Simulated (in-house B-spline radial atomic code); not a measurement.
**Ionising neutral vanadium with different functionals**

Computed with an all-electron radial atomic-structure program (B-spline basis): four-component Dirac-Coulomb Hamiltonian, Fermi nucleus of rms radius 3.6002 fm, spin-restricted, spherical fractional occupations for the functionals. The ionisation energy is the difference of two self-consistent energies, [Ar] 3d3 4s2 → [Ar] 3d4, without Breit or QED terms; ε is the level of the shell that loses the electron (mean over j). The two configurations differ by more than the removed electron. The electron is taken from both j subshells in proportion to 2j + 1, so the result is a j average, not the step between ground levels.

Hybrids are left out here: with spherical fractional occupations of an open shell their exact exchange keeps a self-interaction that integer-occupation calculations don't have.

| method | rung | ΔSCF (eV) | -ε(4s) (eV) |
| --- | --- | --- | --- |
| LDA VWN5 | LDA | 7.36 | 4.84 |
| relativistic LDA | LDA | 7.33 | 4.84 |
| LDA PW92 | LDA | 7.36 | 4.85 |
| LDA exchange-only | LDA | 6.78 | 3.95 |
| PBE | GGA | 7.20 | 4.70 |
| PBEsol | GGA | 7.17 | 4.72 |
| BLYP | GGA | 7.27 | 4.59 |
| RPBE | GGA | 7.07 | 4.65 |
| PW91 | GGA | 7.21 | 4.75 |
| BP86 | GGA | 7.39 | 4.85 |
| AM05 | GGA | 7.07 | 4.65 |
| OLYP | GGA | 6.63 | 4.40 |

How do they compare with the NIST value?

NIST lists 6.746 eV (measured, ground level to ground level). Errors run from -0.12 to +0.65 eV; OLYP is closest (-0.12 eV), but part of that can be cancellation, since the calculations leave out Breit-QED terms, spin polarisation, the choice among j levels, multiplet and fine-structure energies.
